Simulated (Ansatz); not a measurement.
Molecule: sum formula BNH4 (charge +1, doublet). SMILES of the parent species: NB
Structure (B3LYP-D3(BJ)/def2-TZVP (Ansatz, a quantum-chemistry and plane-wave program) minimum search):
```xyz
6

B     -0.8013     0.0372    -0.0132
N      0.6302    -0.0292     0.0104
H     -1.4449    -0.8068     0.5499
H     -1.3451     0.9362    -0.5960
H      1.2099     0.5396     0.6352
H      1.1751    -0.6502    -0.5957
```
Charge +1, spin multiplicity 2.

Parts of the frozen-core correlation energy in cc-pVDZ (Ansatz, hartree). Frozen orbitals: 2; correlated occupied orbitals by spin: 6 and 5; virtual: 40 and 41. UHF or UKS for open shells. Spin-orbit coupling is left out. No relativistic terms.

```json
[
 {"term": "reference (HF)", "value": "-81.16242"},
 {"term": "MP2 opposite-spin", "value": "-0.17213"},
 {"term": "MP2 same-spin", "value": "[?]"},
 {"term": "CCSD correlation", "value": "[?]"},
 {"term": "(T)", "value": "[?]"},
 {"term": "CCSDT minus CCSD(T)", "value": "-0.00087"},
 {"term": "T1 diagnostic", "value": "0.028"},
 {"term": "largest doubles amplitude", "value": "0.034"},
 {"term": "<S^2> of the reference", "value": "0.765"}
]
```

Q: What belongs in the gaps?

A: 
- MP2 same-spin, value: -0.04352
- CCSD correlation, value: -0.25211
- (T), value: -0.00538
